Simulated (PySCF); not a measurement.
Task: Write Cartesian coordinates for `C#CC1=C[C@H]2C=C[C@@H]1C2` as optimised with PBE0-D3(BJ)/def2-SVP.

Result: 
```
atom  x, y, z in Å
C1     3.2769    0.4985    1.3250
C2     2.1795    0.3489    0.8241
C3     0.8827    0.2147    0.2793
C4     0.4611   -0.5370   -0.7562
C5    -1.0535   -0.3568   -0.8556
C6    -1.6644   -0.9652    0.4145
C7    -1.2573   -0.2141    1.4424
C8    -0.3772    0.8961    0.8634
C9    -1.1348    1.1375   -0.4611
H10    4.2528    0.6194    1.7565
H11    1.0645   -1.2011   -1.3746
H12   -1.5093   -0.6640   -1.8052
H13   -2.2581   -1.8795    0.4425
H14   -1.4427   -0.3709    2.5054
H15   -0.1770    1.7552    1.5145
H16   -0.5964    1.8004   -1.1551
H17   -2.1665    1.4886   -0.3103
```

Orientation and origin are arbitrary. Atoms count from 1 in this order. The 5-membered ring C3–C4–C5–C9–C8 has internal angles of 92.4° to 107.1°; it is puckered, 0.27 Å rms from its mean plane, widest ring torsion 55°. The 10 C–C bonds span 1.215 Å (C1≡C2, drawn triple) to 1.548 Å (C5–C9, drawn single), a spread of 0.333 Å. The 5-membered ring C5–C6–C7–C8–C9 has internal angles of 92.4° to 107.0° (sum 504°, against 540° for a flat polygon); it is puckered, 0.27 Å rms from its mean plane, widest ring torsion 54°.

Bonds between heavy atoms (Å): C1≡C2 1.215, C2–C3 1.413, C3=C4 1.347, C4–C5 1.529, C5–C6 1.535, C6=C7 1.337, C7–C8 1.531, C8–C9 1.545, C3–C8 1.547, C5–C9 1.548.

Computed, not measured: PBE0-D3(BJ)/def2-SVP geometry optimisation, gas phase (PySCF 2.14.0).

Point group: C1 (no symmetry element, even within 0.4 Å). Whether it is a minimum is left open (no frequencies).
